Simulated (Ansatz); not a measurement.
# Ansatz input wanted

[CH5BN2]−: 9 atoms, total charge -1, spin state doublet. SMILES of the parent species: `B1NCN1`. Geometry: optimised at B3LYP/def2-SVP.

```tsv
atom	x (Å)	y (Å)	z (Å)
B	-0.4629	1.1476	-0.2568
N	0.8013	0.3320	-0.7071
C	0.4112	-0.6735	0.2765
N	-0.7881	0.0045	0.7604
H	-1.3309	1.4787	-1.0926
H	1.7049	0.7498	-0.4888
H	0.2044	-1.6894	-0.1653
H	1.1877	-0.8625	1.0685
H	-1.6390	-0.5336	0.5879
```

Settings wanted:

```yaml
basis_set: def2-SVP
core_potential: none
integral_approximation: automatic
task: energy
method: DFT
functional: PBE
dispersion: none
reference: UKS
accuracy: medium
start_density: atoms
```

Question: Give an Ansatz 0.2.0 job that does this.

Answer: One that was run (others would do as well):

in.yaml:
```yaml
crystal:
  periodic: [false, false, false]
  atoms:
    - {symbol: B, position_ang: [-0.462936, 1.147566, -0.256830]}
    - {symbol: N, position_ang: [0.801257, 0.331971, -0.707079]}
    - {symbol: C, position_ang: [0.411182, -0.673511, 0.276529]}
    - {symbol: N, position_ang: [-0.788118, 0.004495, 0.760418]}
    - {symbol: H, position_ang: [-1.330934, 1.478695, -1.092557]}
    - {symbol: H, position_ang: [1.704875, 0.749834, -0.488783]}
    - {symbol: H, position_ang: [0.204429, -1.689370, -0.165297]}
    - {symbol: H, position_ang: [1.187660, -0.862511, 1.068483]}
    - {symbol: H, position_ang: [-1.639015, -0.533568, 0.587917]}
basis:
  gaussian:
    orbitals: def2-SVP
total_charge: -1
magnetization:
  spin_polarized: true
  initial_magnetization: 1
hamiltonian:
  xc: pbe
```

```bash
$ ansatz run in.yaml --threads 1 --pin off --max-ram 3480MiB --events-out events.jsonl --progress --plain --runs-dir runs
```

Calculated total energy: -175.05147 Eh. Without diffuse functions the anion is poorly described.
